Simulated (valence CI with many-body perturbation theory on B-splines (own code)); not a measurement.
A CI+MBPT run for Pb31+

Computed by valence CI with perturbative core correlation (CI+MBPT): five valence electrons over a frozen Dirac-Fock core [Kr] 4d10, a basis of 7 s, 7 p, 7 d, 7 f, 4 g, 2 h functions for each j, with the one-electron correlation potential Σ1 (screened to all orders), the two-electron term Σ2, the three-electron term Σ3, Breit, model QED; selected single and double excitations, second order for the rest, scaled by the run's own slope (own B-spline code, finite nucleus).

Command, and the settings that its task file holds:

```sh
python run_cv.py task.json out
```

```
atom Pb  Z=82  mass_number=208  rms_radius_fm=5.5012
core [Kr] 4d10
valence 4f5
avg = 1
basis = M
beyond = 1
breit = 1
cap = 32000
capref = 2200
cscale = 1
de = 0.0
dress = 0
eps = 2e-08
extrap = 1
h = 0.27
hh = 1
l2 = 3
lcore = 6
maxit = 60
n2 = 5
natural = 1
nlev = 190
nno = [4, 4, 4, 5, 3, 2]
nroot = 40
nsp = [3, 3, 3, 2, 1, 0]
pt2 = 1
qed = 1
rpa = 1
s1 = 1
s2 = 1
s3 = 1
screen = 1
tol = 2e-05
whole = 1
```

**Question.** Roughly how long does this run take on one core of Intel(R) Xeon(R) Processor @ 2.30GHz, and how much memory?

**Answer.** 5.9 min on 1 thread of Intel(R) Xeon(R) Processor @ 2.30GHz, on a shared host, peak memory 1.4 GiB.

Log. The first blocks belong to the next ion, which gives the ionisation energy. Fields: 2J, parity (1 odd), roots, reference size, generating configurations, candidates as configurations/state functions, variational space P, stored matrix elements, Davidson steps; e2 is the range of second-order energies in hartree. The first line gives the box (bohr), its intervals, the orbitals and the steps of their self-consistent field. Window is the range of levels sought, series limit the energy at which the first omitted orbital would enter, core excitation an estimate of the first excitation out of the core, left out the lowest levels not solved, and shifts from estimates the range by which levels moved from their first estimate, all in cm⁻¹.

```
rmax 4.7 intervals 58 orbitals 61 references ['4f5', '4f4 5s', '4f4 5p', '4f3 5s2', '4f4 5d'] scf 5 t 1.6
2J=8 par=0 roots 2 ref 59 generators 4 cand 2812/33428 P 291/3185 nnz 3e+06 it 6
2J=8 par=0 roots 2 ref 59 generators 7 cand 4334/60814 P 1364/15674 nnz 5.6e+07 it 8
   second order: generators 12 cand 7496/120112 e2 -0.00011 -0.00004
2J=10 par=0 roots 2 ref 48 generators 4 cand 2784/31300 P 223/3195 nnz 3.1e+06 it 6
2J=10 par=0 roots 2 ref 48 generators 6 cand 5243/71505 P 1254/15981 nnz 6.5e+07 it 11
   second order: generators 10 cand 8390/127607 e2 -0.00015 -0.00007
2J=4 par=0 roots 2 ref 52 generators 4 cand 2812/26579 P 352/3197 nnz 2.9e+06 it 6
2J=4 par=0 roots 2 ref 52 generators 7 cand 5143/60215 P 1443/13951 nnz 4.4e+07 it 12
   second order: generators 13 cand 9826/129965 e2 -0.00009 -0.00005
reference levels 1994, estimated 198, window 403094 1/cm; series limit 5758307, core excitation 2015507
2J=5 par=1 roots 27 ref 114 generators 6 cand 3646/94186 P 211/6368 nnz 9.9e+06 it 9
2J=5 par=1 roots 27 ref 114 generators 6 cand 3545/90371 P 881/25558 nnz 1.3e+08 it 9
   second order: generators 8 cand 7287/274115 e2 -0.00306 -0.00142
2J=7 par=1 roots 30 ref 125 generators 5 cand 3649/107989 P 168/6371 nnz 1.1e+07 it 7
2J=7 par=1 roots 30 ref 125 generators 5 cand 3573/104230 P 624/24153 nnz 1.3e+08 it 8
   second order: generators 8 cand 10109/501986 e2 -0.00437 -0.00207
2J=3 par=1 roots 21 ref 88 generators 5 cand 3635/69374 P 255/6385 nnz 9.7e+06 it 11
2J=3 par=1 roots 21 ref 88 generators 5 cand 3500/65563 P 1180/25916 nnz 1.3e+08 it 8
   second order: generators 7 cand 7885/228469 e2 -0.00153 -0.00109
2J=9 par=1 roots 29 ref 121 generators 5 cand 3667/110663 P 164/6371 nnz 1.1e+07 it 9
2J=9 par=1 roots 29 ref 121 generators 5 cand 3591/106805 P 598/23906 nnz 1.2e+08 it 8
   second order: generators 5 cand 3157/89270 e2 -0.00438 -0.00234
2J=1 par=1 roots 10 ref 47 generators 4 cand 3543/35824 P 461/6397 nnz 9.3e+06 it 7
2J=1 par=1 roots 10 ref 47 generators 4 cand 3263/31972 P 2444/26545 nnz 1.3e+08 it 7
   second order: generators 6 cand 4820/88696 e2 -0.00016 -0.00005
2J=11 par=1 roots 26 ref 106 generators 5 cand 3641/103446 P 158/6336 nnz 1.1e+07 it 9
2J=11 par=1 roots 26 ref 106 generators 5 cand 3576/99704 P 622/23991 nnz 1.3e+08 it 9
   second order: generators 5 cand 3112/82049 e2 -0.00398 -0.00237
2J=15 par=1 roots 16 ref 59 generators 5 cand 3464/71563 P 203/6388 nnz 1.1e+07 it 9
...
2J=19 par=1 roots 5 ref 20 generators 3 cand 2817/32347 P 1679/24386 nnz 1.3e+08 it 7
   second order: generators 4 cand 6759/202013 e2 -0.00022 -0.00016
2J=21 par=1 roots 3 ref 9 generators 3 cand 2502/22548 P 456/6385 nnz 1e+07 it 4
2J=21 par=1 roots 3 ref 9 generators 3 cand 2224/18656 P 1968/21003 nnz 9.8e+07 it 5
   second order: generators 3 cand 712/4038 e2 -0.00002 -0.00002
2J=23 par=1 roots 1 ref 3 generators 1 cand 1765/12210 P 734/6397 nnz 1.2e+07 it 4
2J=23 par=1 roots 1 ref 3 generators 1 cand 1263/8286 P 1343/10613 nnz 2.9e+07 it 4
   second order: generators 2 cand 5321/84713 e2 -0.00003 -0.00003
left out: unestimated 1491368, estimated 492238, shifts from estimates -39 to 522
operators 4.0
```

The Davidson iterations converged.

No measured spectrum was set against this ion. As an estimate, large intervals hold to a few tenths of a per cent, small ones and those within an open d or f shell to about a per cent. Among the levels kept, up to 960 cm⁻¹ of a level comes from second order outside the variational space, and about a tenth of that is noise between levels of different J, which matters for small intervals. Only levels of the ground parity were solved; by the run's estimate the other parity begins above the list, which can be wrong where configurations are misplaced.

- Valence energy: -235.8316 hartree
- Ionisation energy: 1160.7 eV (NIST: 1180 ± 60 eV (theoretical))
- Reference configurations for the orbitals: 4f5, 4f4 5s, 4f4 5p, 4f3 5s2, 4f4 5d
- Radial orbitals: 61
- Box radius: 4.667 bohr
- Largest variational space: 26545
- Lowest levels: (4f5/2^5) J=5/2 0.0, (4f5/2^4 4f7/2) J=7/2 [a] 28981, (4f5/2^4 4f7/2) J=5/2 41391, (4f5/2^4 4f7/2) J=3/2 [a] 44799, (4f5/2^3 4f7/2^2) J=9/2 [a] 49339, (4f5/2^4 4f7/2) J=1/2 49470, (4f5/2^4 4f7/2) J=11/2 [a] 62323, (4f5/2^3 4f7/2^2) J=7/2 [a] 64368, (4f5/2^4 4f7/2) J=15/2 66064, (4f5/2^4 4f7/2) J=13/2 69959, (4f5/2^4 4f7/2) J=9/2 [a] 80400, (4f5/2^3 4f7/2^2) J=5/2 [a] 86814, (4f5/2^4 4f7/2) J=11/2 [b] 93655, (4f5/2^3 4f7/2^2) J=15/2 [a] 94520 cm⁻¹

Levels are named by their leading jj configuration (3d3/2^4 stands for four electrons in 3d with j = 3/2), which in mixed levels can hold well under half, so a name can repeat and another be missing. Letters in brackets count levels of one name in rising energy.
